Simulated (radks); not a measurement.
Problem. All-electron atom: Ag XIII in [Ar] 3d10 4s2 4p5 (the NIST ground configuration). Calculated with a radial shooting solver on a logarithmic mesh with Libxc functionals: Dirac Kohn-Sham, LDA (Slater exchange, Perdew-Wang correlation), spin-unpolarised, spherical densities, finite nucleus; open shells are shared between the two j in proportion to 2j + 1; Fermi nuclear charge, rms radius 4.5454 fm. Some entries of the table are withheld. Estimate them.

| orbital | occ. | eigenvalue (eV) | r(max) (bohr) |
|---|---|---|---|
| 1s1/2 | 2 | -25548.29 | 0.02018 |
| 2s1/2 | 2 | -3988.883 | 0.1142 |
| 2p1/2 | 2 | -3728.143 | 0.08820 |
| 2p3/2 | 4 | -3553.034 | 0.09246 |
| 3s1/2 | 2 | -939.3337 | 0.3324 |
| 3p1/2 | 2 | -835.6582 | (1) |
| 3p3/2 | 4 | -804.3588 | (2) |
| 3d3/2 | 4 | -620.8367 | (3) |
| 3d5/2 | 6 | -614.4710 | (4) |
| 4s1/2 | 2 | -327.1065 | 0.7902 |
| 4p1/2 | 1.66667 | (5) | 0.8119 |
| 4p3/2 | 3.33333 | (6) | 0.8314 |
| 4d3/2 | 0 | -224.8076 | 0.8774 |
| 4d5/2 | 0 | -223.5792 | 0.8833 |
| 5s1/2 | 0 | -160.9316 | 1.571 |
| 5p1/2 | 0 | -146.5113 | (7) |
| 5p3/2 | 0 | -144.0732 | (8) |

Solution. 
(1) 3p1/2 r(max) (bohr): 0.3184
(2) 3p3/2 r(max) (bohr): 0.3283
(3) 3d3/2 r(max) (bohr): 0.2701
(4) 3d5/2 r(max) (bohr): 0.2730
(5) 4p1/2 eigenvalue (eV): -291.1007
(6) 4p3/2 eigenvalue (eV): -284.2211
(7) 5p1/2 r(max) (bohr): 1.648
(8) 5p3/2 r(max) (bohr): 1.678
